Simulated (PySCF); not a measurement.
Excitations are Tamm–Dancoff values on a coarser integration grid. The basis has no diffuse functions, so Rydberg states are missing or too high.

Z-matrix (Å, degrees):
```
B
S 1 1.8012
H 2 1.3422 1 98.58
S 1 1.8032 2 126.26 3 0.00
H 4 1.3413 1 97.67 2 0.01
S 1 1.8060 2 118.64 3 179.99
H 6 1.3431 1 96.93 2 -0.01
```
Charge 0, spin multiplicity 1.

Question: What S1–T1 gap (TDA), S1 excitation (TDA), HOMO, LUMO, total energy, dipole moment, T1 excitation (TDA) and brightest of the four lowest singlets (TDA) does PySCF with PBE0-D3(BJ)/def2-TZVP give?

Answer: 
The S1–T1 gap (TDA) is 0.66 eV and the S1 excitation (TDA) comes out as 5.51 eV. The HOMO comes out as -7.54 eV and the LUMO is -0.72 eV. The total energy comes out as -1220.9195 Ha and the dipole moment is 1.66 D. The T1 excitation (TDA) comes out as 4.84 eV. The brightest of the four lowest singlets (TDA) comes out as 6.05 eV.
